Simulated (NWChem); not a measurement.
## Correlation energy of iodine monochloride (ClI)

```
Cl
I 1 2.3873
```
Charge 0, spin multiplicity 1.

Program: NWChem. The geometry was optimised at B3LYP/def2-SVP with def2 effective core potentials on I, a minimum by its harmonic frequencies.

Basis set: def2-TZVP. Each correlation energy counts from its own Hartree-Fock reference.

Effective core potentials replace the inner electrons of I; spin-orbit coupling is left out. The correlated methods keep 9 core orbitals frozen. No row is a measurement; the coupled-cluster row has its own basis-set and correlation limits.

Question: One of these methods gave a correlation energy of -678.7 mHa. Which?
(A) CCSD
(B) CCSD(T)
(C) CR-CCSD[T]
(D) MP2

Answer: D, MP2. The others give -684.3 (CR-CCSD[T]), -669.4 (CCSD), -688.7 (CCSD(T)).
